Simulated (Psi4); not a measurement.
cobalt atom (Co), quartet. Base run: PBE/cc-pVDZ (Psi4).

The Psi4 input:
```
memory 2 GB

molecule {
0 4
  Co    0.00000000    0.00000000    0.00000000
}

set basis cc-pvdz
set reference uks

energy('pbe')
print_variables()
```

The base run was repeated with changes; each row names its change, and settings that it needs were set with it.

| change | E (Eh) | <S^2> | outcome |
|---|---|---|---|
| base | -1382.50467 | 3.752 | converged |
| functional = tpss | -1382.78518 | 3.750 | converged |
| functional = hf (with energy('scf')) | -1381.34874 | 3.753 | converged |
| functional = b97m-v | -1382.44662 | 3.759 | converged |
| functional = bhhlyp | -1382.69085 | 3.754 | converged |
| functional = m06 | - | - | not converged |
| functional = scan | -1382.83499 | 3.763 | converged |
| functional = wb97x-v | -1382.57013 | 3.753 | converged |
| functional = mn15 | -1382.88751 | 3.760 | converged |
| functional = pbe0 | -1382.50088 | 3.751 | converged |
| functional = cam-b3lyp | -1382.81316 | 3.753 | converged |
| functional = b3lyp | -1382.78868 | 3.756 | converged |
| functional = m06-2x | -1382.68434 | 3.766 | converged |

Absolute energies of different levels of theory aren't comparable as measures of quality.

Open shells are given as the SCF converged; they aren't shown to be the lowest states, and a large step between rows can be another state.
